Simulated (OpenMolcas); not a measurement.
C³⁺: from CASSCF to CASPT2

```json
{
  "Program": "OpenMolcas",
  "Basis": "ANO-RCC-VTZP [4s3p2d1f]",
  "Scalar Hamiltonian": "DKH2, point nucleus",
  "Active space": "1 electron in 4 orbitals (2s 2p)",
  "State averaging": "2S+1 = 2 even, 1 root; 2S+1 = 2 odd, 3 roots",
  "Spin-orbit coupling": "RASSI with atomic mean-field integrals over the reference wave functions, term energies averaged over their components"
}
```

Methods on the same reference wave functions:
A. CASSCF
B. SS-CASPT2, IPEA 0.25 Eh, imaginary shift 0.1 Eh (closed shells correlated: 1s)
C. XMS-CASPT2, IPEA 0.25 Eh, imaginary shift 0.1 Eh (closed shells correlated: 1s)

Energies in cm⁻¹ above 2s ²S_1/2, the measured ground level; measured values from Moore, Selected Tables of Atomic Spectra, NSRDS-NBS 3, section 3.

```csv
Level,A,B,C,Measured
2s ²S_1/2,0.0,0.0,0.0,0.0
2p ²P°_1/2,65070,64754,64744,64484
2p ²P°_3/2,65171,64856,64845,64592
```

Deviations, from unrounded energies. A percentage is the sum of absolute deviations over the sum of measured energies, with the sign that they share, or ± where signs differ.

| Against measurement | Levels | A | B | C |
| --- | --- | --- | --- | --- |
| mean absolute deviation (cm-1) | 2 | 580 | 270 | 260 |
| other configurations (%) | 2 | +0.9 | +0.4 | +0.4 |

B, C lie about equally close to measurement and A furthest from it. The largest miss of C in the table is 2p ²P°_1/2, by +260 cm-1. The ranking rests on the paired levels alone, and a cruder setting can come out closer through cancelling errors.

Between B and C the level of the table that moves most is 2p ²P°_1/2, by 10 cm-1 (lowest in C, highest in B).

The lowest spin-free term lies below A's lowest term by 0.005 hartree in B, 0.005 hartree in C.

With one active electron the reference holds no correlation, so core polarisation is missing (holds for A). With one active electron, CASPT2 adds the correlation within the correlated inactive shells and between them and that electron, and leaves the splitting within a term as the reference gives it (holds for B; C). Measured partners are found by configuration, term and J. A level has none where our copy of the source lacks it or the pairing is in doubt (some pairs that miss far off the trend of their configuration count as doubtful), and it then counts in no deviation. Only configurations of the active space appear.

° marks odd parity.
